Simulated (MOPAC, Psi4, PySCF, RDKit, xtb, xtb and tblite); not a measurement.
Two geometries of C6H16Si, SMILES CCC[SiH2]C(C)C, relaxed at GFN2-xTB with one dihedral held; other torsions can differ between them too.

Structure A

```
23

C      3.7763    -0.4092    -0.0383
C      2.5619     0.3805     0.4372
C      1.2765    -0.1042    -0.2303
Si    -0.3185     0.7966     0.3104
C      0.0284     2.5028     1.1030
C      0.4622     3.5337     0.0618
C     -1.1993     3.0164     1.8509
H      3.8996    -0.3065    -1.1148
H      4.6825    -0.0523     0.4467
H      3.6572    -1.4663     0.1913
H      2.7166     1.4380     0.2164
H      2.4716     0.2788     1.5212
H      1.1600    -1.1711    -0.0354
H      1.3964    -0.0088    -1.3116
H     -1.0092    -0.0289     1.3140
H     -1.2032     0.9705    -0.8502
H      0.8398     2.4013     1.8318
H      0.6953     4.4871     0.5360
H     -0.3350     3.7021    -0.6596
H      1.3445     3.2014    -0.4810
H     -2.0383     3.1368     1.1688
H     -0.9945     3.9828     2.3108
H     -1.4963     2.3220     2.6332
```

Structure B

```
23

C      3.7324    -0.2565    -0.1671
C      2.4981     0.4644     0.3632
C      1.2087    -0.1128    -0.2156
Si    -0.3694     0.7129     0.4552
C     -0.3927     2.5838     0.0595
C     -0.2656     2.8531    -1.4386
C     -1.6619     3.2367     0.6004
H      3.7870    -0.1720    -1.2509
H      4.6398     0.1691     0.2564
H      3.6957    -1.3131     0.0906
H      2.5688     1.5252     0.1132
H      2.4744     0.3837     1.4522
H      1.1698    -1.1797     0.0108
H      1.2430    -0.0353    -1.3039
H     -0.4337     0.5374     1.9134
H     -1.5394     0.0722    -0.1626
H      0.4589     3.0621     0.5568
H     -0.2821     3.9243    -1.6398
H     -1.0917     2.3960    -1.9802
H      0.6653     2.4501    -1.8311
H     -2.5423     2.8085     0.1260
H     -1.6594     4.3089     0.4060
H     -1.7482     3.0842     1.6737
```

### Question
Which is lower in energy at the level B3LYP-D3(BJ)/def2-SVP // GFN2-xTB (Psi4), and by how much?

### Answer
B is lower, by 1.63 kcal/mol (dihedral C2–C3–Si4–C5: 20° in A, 60° in B).

E(B) − E(A) in kcal/mol at the other levels, on the same two geometries: GFN2-xTB (xtb and tblite) -1.16; MMFF94 // GFN2-xTB (RDKit) -1.88; B3LYP/def2-SVP // GFN2-xTB (Psi4) -1.73; PBE/def2-SVP // GFN2-xTB (Psi4) -1.66; PBE-D3(BJ)/def2-SVP // GFN2-xTB (Psi4) -1.59; UFF // GFN2-xTB (RDKit) -2.54; PM3, restricted, heats of formation // GFN2-xTB (MOPAC) -0.96; PM7, restricted, heats of formation // GFN2-xTB (MOPAC) -1.04; GFN1-xTB // GFN2-xTB (xtb) -1.24; restricted B3LYP/6-31G*, spherical d, density fitting // GFN2-xTB (PySCF) -1.56; restricted Hartree-Fock/STO-3G // GFN2-xTB (PySCF) -1.75; restricted MP2 (frozen core)/3-21G // GFN2-xTB (PySCF) -1.44; restricted Hartree-Fock/3-21G, density fitting // GFN2-xTB (PySCF) -1.55.
